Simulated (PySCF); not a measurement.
An equivalent PySCF input for Br (bromine, neutral), [Ar] 3d10 4s2 4p5, 2P determinant, with a scalar-relativistic core potential:

```python
from pyscf import gto, scf, dft, mp, cc
import basis_set_exchange as bse
txt = bse.get_basis("aug-cc-pwCVTZ-PP", elements=["Br"], fmt="nwchem", header=False)
cut = txt.index("\nECP")
mol = gto.M(atom="Br 0 0 0", charge=0, spin=1, symmetry="D2h",
            basis=gto.basis.parse(txt[:cut]),
            ecp={"Br": gto.basis.parse_ecp(txt[cut:])})
mf = scf.UHF(mol)
mf.irrep_nelec = {'Ag': (4, 4), 'B1g': (1, 1), 'B2g': (1, 1), 'B3g': (1, 1), 'B1u': (2, 2), 'B2u': (2, 2), 'B3u': (2, 1)}
mf.kernel()
```

It reaches the same state as the run whose output follows, and the same energy. The run itself started from symmetry-adapted Hartree-Fock orbitals and held the occupation by maximum overlap, so the iterations belong to that start.

```
SCF conv_tol = 1e-09
number electrons alpha = 13  beta = 12
cycle= 1 E= -415.491326014474  delta_E= -0.00548  |g|= 0.0291  |ddm|= 0.0696
cycle= 2 E= -415.491961353057  delta_E= -0.000635  |g|= 0.0109  |ddm|= 0.0248
cycle= 3 E= -415.492071046783  delta_E= -0.00011  |g|= 0.00102  |ddm|= 0.0186
cycle= 4 E= -415.492072072174  delta_E= -1.03e-06  |g|= 0.000544  |ddm|= 0.00316
cycle= 5 E= -415.492072247759  delta_E= -1.76e-07  |g|= 0.000155  |ddm|= 0.00127
cycle= 6 E= -415.492072290417  delta_E= -4.27e-08  |g|= 3.83e-05  |ddm|= 0.000837
cycle= 7 E= -415.492072292547  delta_E= -2.13e-09  |g|= 8e-06  |ddm|= 0.00019
cycle= 8 E= -415.492072292605  delta_E= -5.79e-11  |g|= 1.48e-06  |ddm|= 2.82e-05
converged SCF energy = -415.492072292605  <S^2> = 0.75914271  2S+1 = 2.0091219
```

Energies and moments cover only the electrons outside the core potential.
